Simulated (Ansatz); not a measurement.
Calculated with Ansatz (gas phase, PBE0-D4/def2-TZVP geometries, no zero-point term in ΔE). CCSD(T)/CBS is the MP2 limit (def2-TZVPP, def2-QZVPP) plus CCSD(T) − MP2 in def2-TZVPP, frozen cores. This one scheme is used for every species. DFT in def2-TZVPP. B3LYP here is the variant with VWN-RPA as its local correlation; programs differ in this. def2 core potentials past Kr. For In, Zn outer-core shells are correlated without core-valence functions, which leaves a few kJ/mol of doubt a bond. Scalar relativity is left out up to krypton. One conformer a species, not always the lowest.

Reaction (cleavage of the Zn–In bond): `[OH][InH][ZnH]` + `N=CO` → `O/C=[N]/[ZnH]` + `[OH][InH2]`

Is it downhill or uphill in electronic energy at CCSD(T)/CBS, and by how much? (An estimate is asked.)

Ansatz gave: Uphill: ΔE = +10.8 kcal/mol.

What do these levels give: BHLYP-D4, B3LYP, BHLYP, LC-ωPBE, MP2/def2-TZVPP, HF/def2-QZVPP? (Best estimate.)

The calculation gave: BHLYP-D4 12.0, B3LYP 11.5, BHLYP 12.0, LC-ωPBE 8.2, MP2/def2-TZVPP 7.8, HF/def2-QZVPP 12.4 kcal/mol.

Largest T1 diagnostic among the species: 0.017.

In def2-TZVPP, CCSD(T) changes the Hartree–Fock value by −3.8 kcal/mol (the triples alone add −0.8 kcal/mol) and MP2 by −5.1 kcal/mol. From PBE to PBE0 (25 % exact exchange), in def2-TZVPP and without D4, ΔE moves by +0.8 kcal/mol. Leaving LDA and LC-ωPBE aside and taking each functional with its dispersion term where it has one, the values, not all of them listed here, spread over 3.7 kcal/mol, from B97M-V to BHLYP-D4. LDA lies −2.6 kcal/mol from PBE without D4.
